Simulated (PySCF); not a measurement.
Two-dimensional NMR puzzle

Compound of formula C$_{9}$HN. Correlations simulated from computed shifts and the bond graph:

HSQC (one-bond C–H):
```
  δH    δC
1.42  71.2
```

HMBC (two and three bonds, from the bond graph):
```
  δH          δC
1.42  72.8, 67.4
```

Carbons without hydrogens: δ 112.1, 72.8, 70.2, 69.2, 67.4, 64.1, 63.0, 51.8.

Theory: PBE0-D3(BJ)/def2-TZVP structure, σ from GIAO-B97-2/pcSseg-2, in PySCF (non-relativistic, one computed conformer, gas phase).

Referencing at the same level of theory: 1H (31.64 ppm) and 13C (185.38 ppm) vs TMS.

Exchangeable hydrogens are left out of these lists.

Q: Which molecule is this?

A: Cyanopolyynes (SMILES C(#C)C#CC#CC#CC#N).

Atom-mapped SMILES (the numbers label the heavy atoms): `[CH:1]#[C:2][C:3]#[C:4][C:5]#[C:6][C:7]#[C:8][C:9]#[N:10]`. Hydrogens are named by the atom that carries them.

δC 112.1 is C9, a nitrile carbon. δC 72.8 is C2, an alkyne carbon. δC 71.2 is C1, a terminal alkyne carbon (δH 1.42). δC 70.2 is C7, an alkyne carbon. δC 69.2 is C5, an alkyne carbon. δC 67.4 is C3, an alkyne carbon. δC 64.1 is C4, an alkyne carbon. δC 63.0 is C6, an alkyne carbon. δC 51.8 is C8, an alkyne carbon. HMBC from δH 1.42 reaches the proton-free carbons C2, C3.

This is the structure that produced the data.

Shifts are as computed. Against solution values, carbons near 30 ppm lie about +3 ppm off and those near 130 ppm about +7 ppm. Of 1211 compounds with measured shifts, 218 miss one by over three times the rms of a fit or turn the order of signals round; such compounds aren't used in these exercises.
